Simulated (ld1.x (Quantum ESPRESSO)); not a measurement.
**An all-electron radial function and its pseudo partner (B)**

Columns: radius, all-electron u(r) and pseudo u(r) of the 2p shell (level -25.27 eV) of boron in the configuration [He] 2s1 2p0; PBEsol, non-relativistic, PAW scheme, ld1.x (Quantum ESPRESSO) 7.5.

| r (bohr) | all-electron | pseudo |
| --- | --- | --- |
| 0.130 | 0.0627 | 0.0116 |
| 0.260 | 0.1889 | 0.0454 |
| 0.390 | 0.3268 | 0.0990 |
| 0.520 | 0.4534 | 0.1684 |
| 0.650 | 0.5595 | 0.2483 |
| 0.780 | 0.6421 | 0.3331 |
| 0.910 | 0.7023 | 0.4169 |
| 1.040 | 0.7427 | 0.4942 |
| 1.170 | 0.7642 | 0.5602 |
| 1.300 | 0.7687 | 0.6113 |
| 1.430 | 0.7589 | 0.6454 |
| 1.560 | 0.7374 | 0.6618 |
| 1.690 | 0.7069 | 0.6612 |
| 1.820 | 0.6699 | 0.6456 |
| 1.950 | 0.6285 | 0.6179 |
| 2.080 | 0.5847 | 0.5814 |
| 2.210 | 0.5400 | 0.5397 |
| 2.340 | 0.4957 | 0.4960 |
| 2.470 | 0.4525 | 0.4526 |
| 2.600 | 0.4111 | 0.4111 |
| 2.730 | 0.3720 | 0.3720 |
| 2.860 | 0.3353 | 0.3353 |
| 2.990 | 0.3012 | 0.3012 |
| 3.120 | 0.2697 | 0.2697 |
| 3.250 | 0.2407 | 0.2407 |
| 3.380 | 0.2143 | 0.2143 |

Question: How many radial nodes do the two functions have?

Answer: The all-electron 2p function has n − l − 1 = 0; the pseudo-wave has 0.

Question: At about which radius was the pseudo-wave matched?

Answer: 2.60 bohr. The columns agree to 0.0005 from 2.21 bohr on; several derivatives are matched, so the curves merge somewhat inside the radius.

Question: Is the pseudo-wave norm-conserving?

Answer: No, it belongs to a PAW set: the norm inside the radius is not constrained, and the difference is carried by the augmentation charge.
